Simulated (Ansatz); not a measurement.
`NB1O[SiH2]1` + H₂O → `OB1O[SiH2]1` + NH₃ at 700 K and 1 bar (formal hydrolysis of a B–N bond).

Gas-phase electronic energies from Ansatz, PBE0-D4/def2-TZVP geometries. CBS: MP2 limit from def2 TZ/QZ plus the TZ coupled-cluster correction, frozen cores. This one scheme is used for every species. One conformer a species, not always the lowest.

```csv
species,CCSD(T)/CBS energy (Eh),H − E (kJ/mol),S (J/(mol·K))
`NB1O[SiH2]1`,-446.22148,196.1,384.9
H₂O,-76.37941,80.5,218.4
`OB1O[SiH2]1`,-466.09693,159.5,372.0
NH₃,-56.50880,116.9,226.5
```

H − E and S are ideal-gas, rigid-rotor, harmonic terms from PBE0-D4/def2-TZVP, for one conformer and one mirror image of each species. 1 Eh = 2625.50 kJ/mol, R = 8.31446 J/(mol·K).

Question: By hand: ΔE, ΔH, ΔS and ΔG.

Answer: ΔE = (-466.09693) + (-56.50880) − (-446.22148) − (-76.37941) = -0.00484 Eh = -12.7 kJ/mol. Δ(H − E) = 159.5 + 116.9 − 196.1 − 80.5 = -0.2, so ΔH = -12.9 kJ/mol. ΔS = 372.0 + 226.5 − 384.9 − 218.4 = -4.8 J/(mol·K). ΔG = -12.9 − 700 × (-4.8)/1000 = -9.5 kJ/mol.

Question: By hand: the equilibrium constant, and the temperature at which ΔG would vanish if ΔH and ΔS stayed fixed.

Answer: log₁₀ K = −ΔG/(RT ln 10) = 0.7. ΔG = 0 at ΔH/ΔS = 2688 K, far beyond where these terms or the molecules hold.

The number of gas molecules stays the same, so ΔS is small and ΔH decides. A doubt of 5 kJ/mol in ΔE shifts log₁₀ K by 0.4 here. Other conformers and mirror images would add mixing entropy, several J/(mol·K) or more a flexible species. These are equilibria of isolated gas molecules and say nothing of rates. Largest T1 diagnostic: 0.015 (customary marks: 0.02 for closed shells, 0.045 for open ones).
